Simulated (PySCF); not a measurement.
zirconium atom (Zr), triplet (core potentials on Zr). Base run: HF/def2-TZVP (PySCF).

Here is a job for PySCF.
```python
from pyscf import gto, scf

mol = gto.Mole()
mol.atom = '''
    Zr    0.00000000    0.00000000    0.00000000
'''
mol.basis = 'def2-tzvp'
mol.ecp = {'Zr': 'def2-tzvp'}
mol.spin = 2
mol.verbose = 4
mol.build()

mf = scf.UHF(mol)
mf.kernel()
```

Variants of this job, named by their change:

| change | basis functions | E (Eh) | HOMO (eV) | outcome |
|---|---|---|---|---|
| base | 40 | -46.44270 | -5.37 | converged |
| basis = ANO-RCC-VDZP; relativity = spin-free X2C (without mol.ecp = {'Zr': 'def2-tzvp'}) | 43 | -3596.12989 | -5.36 | converged |
| basis = jorge-DZP-DKH; relativity = spin-free X2C; nucleus = Gaussian (with mol.nucmod = 'G'; without mol.ecp = {'Zr': 'def2-tzvp'}) | 48 | -3595.86384 | -5.33 | converged |
| basis = ANO-RCC-VDZP; relativity = none (without mol.ecp = {'Zr': 'def2-tzvp'}) | 43 | - | - | not converged |
| basis = jorge-DZP-DKH; relativity = none (without mol.ecp = {'Zr': 'def2-tzvp'}) | 48 | -3520.82706 | -5.19 | converged |
| basis = x2c-SVPall; relativity = none (without mol.ecp = {'Zr': 'def2-tzvp'}) | 53 | -3504.55232 | -5.11 | converged |
| basis = x2c-SVPall; relativity = spin-free X2C; nucleus = Gaussian (with mol.nucmod = 'G'; without mol.ecp = {'Zr': 'def2-tzvp'}) | 53 | -3595.85890 | -5.37 | converged |
| basis = jorge-DZP-DKH; relativity = spin-free X2C (without mol.ecp = {'Zr': 'def2-tzvp'}) | 48 | -3595.90303 | -5.33 | converged |
| basis = ANO-RCC-VDZP; relativity = spin-free X2C; nucleus = Gaussian (with mol.nucmod = 'G'; without mol.ecp = {'Zr': 'def2-tzvp'}) | 43 | -3596.07893 | -5.44 | converged |
| basis = x2c-SVPall; relativity = spin-free X2C (without mol.ecp = {'Zr': 'def2-tzvp'}) | 53 | -3595.89315 | -5.37 | converged |

Absolute energies of different levels of theory aren't comparable as measures of quality.

Open shells are given as the SCF converged; they aren't shown to be the lowest states, and a large step between rows can be another state.

Basis sets contracted for a relativistic Hamiltonian are a mismatch without it, so the rows without relativity aren't non-relativistic limits. No row has spin-orbit coupling; sets with core potentials leave out the core electrons.
